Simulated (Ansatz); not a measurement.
Basis-set extrapolation for C$_{4}$H$_{6}$F$_{2}$Si, SMILES `C=C[Si](F)(F)C=C` (PBE0-D4/def2-TZVP geometry, frozen core, Ansatz 0.2.0). Multiplicity 1, RHF reference.

|  | def2-TZVPP | def2-QZVPP |
| --- | --- | --- |
| HF | -643.057702 | -643.083461 |
| MP2 correlation | -1.247822 | -1.347163 |
| CCSD(T) correlation | -1.339229 | not run |

Energies in hartree. Use E(X) = E(∞) + A·exp(−7.88·√X) for Hartree–Fock and E(X) = E(∞) + B·X^(−2.97) for correlation, with X = 3 and 4, and add CCSD(T) minus MP2 of the smaller set to the MP2 limit.

Problem. What is the CCSD(T) energy at the basis-set limit?

Solution. HF limit: -643.083461 + (-0.025759) × 0.13774 = -643.08701. MP2 limit: -1.347163 + (-0.099341) × 0.74074 = -1.42075. Higher-order term: -1.339229 − (-1.247822) = -0.09141. Total: -644.59917 hartree, 5.50 eV below CCSD(T)/def2-TZVPP.
